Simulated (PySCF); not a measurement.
Predicted microwave data (PBE0-D3(BJ)/def2-SVP geometry optimisation, gas phase (PySCF 2.14.0)) for one isomer of CH6Cl2GaN:

| Item | Value |
| --- | --- |
| Rotational constants | A = 2191, B = 1558, C = 1347 MHz |
| Dipole components | \|μa\| = 0.15 D, \|μb\| = 3.32 D, \|μc\| = 5.25 D |
| Inertial defect | -179.70 u·Å² |
| κ | -0.50 |

Question: Which structure is it? (One computed conformer of each.)
A. `[NH3+:1][GaH2-:2][CH:3]([Cl:4])[Cl:5]` with N1–Ga2–C3–Cl4 -159°
B. `[CH3][Ga-]([NH3+])([Cl])[Cl]`

Answer: B. It is [CH3][Ga-]([NH3+])([Cl])[Cl], an asymmetric top. The candidates at the same level (rigid rotor, commonest isotopes):

| SMILES | A (MHz) | B (MHz) | C (MHz) | μa (D) | μb (D) | μc (D) | Δ (u·Å²) | point group | rotor |
| --- | --- | --- | --- | --- | --- | --- | --- | --- | --- |
| [CH3][Ga-]([NH3+])([Cl])[Cl] | 2191 | 1558 | 1347 | 0.15 | 3.32 | 5.25 | -179.70 | – | asymmetric top |
| [NH3+][GaH2-][CH](Cl)Cl | 2343 | 1414 | 920.0 | 4.20 | 3.47 | 1.38 | -23.84 | C1 | asymmetric top |

`[NH3+][GaH2-][CH](Cl)Cl` has C 32 % too low. No structure here is proved a minimum.
